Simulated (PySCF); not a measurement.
## Correlation energy of C (carbon, neutral)

[He] 2s2 2p2, high-spin 3P determinant. Computed with PySCF 2.14 in def2-SVP, with the non-relativistic Hamiltonian (point nucleus). Frozen: 1s2; 4 electrons correlated.

MP2 pair energies summed by pair of shells (mhartree):

```json
{"pair": "2s-2p", "energy": "-29.16", "share (%)": "58.2"}
{"pair": "2s-2s", "energy": "-15.57", "share (%)": "31.1"}
{"pair": "2p-2p", "energy": "-5.36", "share (%)": "10.7"}
```

Total MP2 correlation energy: -50.09 mhartree.

Same-spin part -9.00 and opposite-spin part -41.08 mhartree; SCS-MP2 scales them by 1/3 and 6/5 to -52.30 mhartree.

```tsv
level	correlation energy (mhartree)
CCSD	-69.17
(T)	-1.01
CCSD(T)	-70.18
```

Diagnostics: T1 = 0.0070, D1 = 0.0170, largest double amplitude 0.128.

Cost of the coupled-cluster step: 0.09 s of wall time on 1 thread of AMD EPYC 7B13 (shared host), for 4 correlated electrons.

Iterations:

```
CC2 = 0
CCSD nocc = (np.int64(3), np.int64(1)), nmo = (13, 13)
frozen orbitals [[0], [0]]
max_cycle = 100
direct = 0
conv_tol = 1e-08
conv_tol_normt = 1e-06
diis_space = 8
diis_start_cycle = 0
Init t2, MP2 energy = -0.0500884648561426
Init E_corr(UCCSD) = -0.0500884648562504
cycle = 1  E_corr(UCCSD) = -0.0626573354424695  dE = -0.0125688706  norm(t1,t2) = 0.0440347
cycle = 2  E_corr(UCCSD) = -0.0664141540232759  dE = -0.00375681858  norm(t1,t2) = 0.019634
cycle = 3  E_corr(UCCSD) = -0.0692325503228687  dE = -0.0028183963  norm(t1,t2) = 0.0101613
cycle = 4  E_corr(UCCSD) = -0.0691600184479225  dE = 7.25318749e-05  norm(t1,t2) = 0.00119781
cycle = 5  E_corr(UCCSD) = -0.069169460711497  dE = -9.44226357e-06  norm(t1,t2) = 0.000154364
cycle = 6  E_corr(UCCSD) = -0.0691644303100664  dE = 5.03040143e-06  norm(t1,t2) = 2.6564e-05
cycle = 7  E_corr(UCCSD) = -0.0691662473687782  dE = -1.81705871e-06  norm(t1,t2) = 6.17988e-06
cycle = 8  E_corr(UCCSD) = -0.0691660357126891  dE = 2.11656089e-07  norm(t1,t2) = 1.12086e-06
cycle = 9  E_corr(UCCSD) = -0.0691660370976389  dE = -1.38494979e-09  norm(t1,t2) = 2.44175e-07
UCCSD converged
E(UCCSD) = -37.71439589844287  E_corr = -0.06916603709763894
UCCSD(T) correction = -0.00101006441876078
```
